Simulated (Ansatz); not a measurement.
Consider the redistribution: `CO[SiH2]CF` + `CO[SiH2]S[SiH2]F` → `CO[SiH2]S[SiH2]OC` + `FC[SiH2]F`.

Computed with Ansatz on PBE0-D4/def2-TZVP structures; ΔE is electronic, products minus reactants. CBS: MP2 limit from def2 TZ/QZ plus the TZ coupled-cluster correction, frozen cores. DFT in def2-TZVPP. B3LYP here is the variant with VWN-RPA as its local correlation; programs differ in this. Each species was taken in one conformer, which may not be the lowest.

| level | ΔE (kcal/mol) | difference from CCSD(T)/CBS |
| --- | --- | --- |
| PBE-D4 | 0.4 | 0.0 |
| r2SCAN-D4 | 0.6 | 0.2 |
| PBE0-D4 | 0.3 | -0.1 |
| ωB97X-V | 0.7 | 0.3 |
| ωB97M-V | 0.6 | 0.2 |
| B2PLYP | 0.9 | 0.5 |
| PBE0 | 0.8 | 0.4 |
| B3LYP | 1.2 | 0.8 |
| HF/def2-TZVPP | 1.1 | 0.7 |
| MP2/def2-TZVPP | 0.3 | -0.1 |
| SCS-MP2/def2-TZVPP | 0.5 | 0.1 |
| CCSD/def2-TZVPP | 0.5 | 0.1 |
| HF/def2-QZVPP | 1.1 | 0.7 |
| MP2/def2-QZVPP | 0.3 | -0.1 |
| HF/CBS(def2) | 1.1 | 0.7 |
| MP2/CBS(def2) | 0.3 | -0.1 |
| CCSD(T)/CBS | 0.4 | 0 |

Largest T1 diagnostic among the species: 0.012.

The D4 term adds −0.8 kcal/mol with B3LYP and −0.6 kcal/mol with PBE0; it sums over pairs of atoms, weighted by their polarisabilities, and B3LYP, whose exchange is more repulsive, gets the larger term. In def2-TZVPP, CCSD(T) changes the Hartree–Fock value by −0.7 kcal/mol (the triples alone add −0.1 kcal/mol) and MP2 by −0.9 kcal/mol.
